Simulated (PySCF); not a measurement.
Work out the structure from these simulated measurements.

Formula: C3H13O2PSi2.

- Rotational structure: rotational constants A, B, C: 1.207, 0.834, 0.595 GHz [GFN2-xTB]
- NMR, other nuclei: isotropic shieldings of nuclei other than C and H, by class: 233 (1 O), 285 (1 O), 371 (1 Si), 393 (1 Si), 609 (1 P) ppm [GIAO PBE0/pcSseg-1]
- Dipole: 1.42 D [PBE0/pcSseg-1]
- 13C NMR: chemical shifts (computed TMS as zero) by class: 67.4 (1 C), 27.7 (1 C), 25.9 (1 C) ppm [GIAO PBE0/pcSseg-1]
- 1H NMR: chemical shifts (computed TMS as zero) by class: 5.70 (1 H), 5.14 (3 H), 4.34 (1 H), 1.36 (3 H), 1.25 (3 H), 0.95 (2 H) ppm [GIAO PBE0/pcSseg-1]

The electronic properties come from PySCF, for the isolated species, density fitting. Levels stand in brackets. Geometry: GFN2-xTB, one conformer, isolated molecule. GFN2-xTB frequencies show an imaginary mode (21i cm⁻¹), so this geometry is no minimum at that level. NMR classes are plain means over equivalent atoms (diastereotopic ones count apart unless rotation or inversion swaps them), as if these changed places fast.

Task: Give a SMILES that accounts for the data.

Result: Numbering: `[CH3:1][CH:2]([CH3:3])[O:4][Si@H:5]([PH2:6])[O:7][SiH3:8]`. 3 carbons fall into 3 classes; from least to most shielded: sp3 carbon bound to oxygen [C2] (67.4 ppm), methyl carbon [C1] (27.7 ppm), methyl carbon [C3] (25.9 ppm). Hydrogen classes from least to most shielded: 1 H on an oxygen-bound silicon, Si5 (5.70 ppm), 3 H on an oxygen-bound silicon, Si8 (5.14 ppm), 1 H on an sp3 carbon bound to oxygen, C2 (4.34 ppm), 3 H on a methyl carbon, C1 (1.36 ppm, a mean of values up to 0.6 ppm apart in this geometry), 3 H on a methyl carbon, C3 (1.25 ppm, a mean of values up to 0.5 ppm apart in this geometry), 2 H on a three-coordinate phosphorus, P6 (0.95 ppm). The other shieldings belong to: 233 ppm, silyl ether oxygen [O4]; 285 ppm, siloxane oxygen [O7]; 371 ppm, oxygen-bound silicon [Si5]; 393 ppm, oxygen-bound silicon [Si8]; 609 ppm, three-coordinate phosphorus [P6]. The optimised geometry has point group C1 and is an asymmetric top. Structure: `CC(C)O[Si@H](P)O[SiH3]`. The assignments are read from this structure; whether some other isomer fits the data as well wasn't checked. The mirror image fits equally.

The values belong to the conformer `[CH3:1][CH:2]([CH3:3])[O:4][Si@H:5]([PH2:6])[O:7][SiH3:8]`: C1–C2–O4–Si5 -141°, C2–O4–Si5–P6 163°, O4–Si5–O7–Si8 55°, H–P6–Si5–O4 174°, H–P6–Si5–O4 81°.
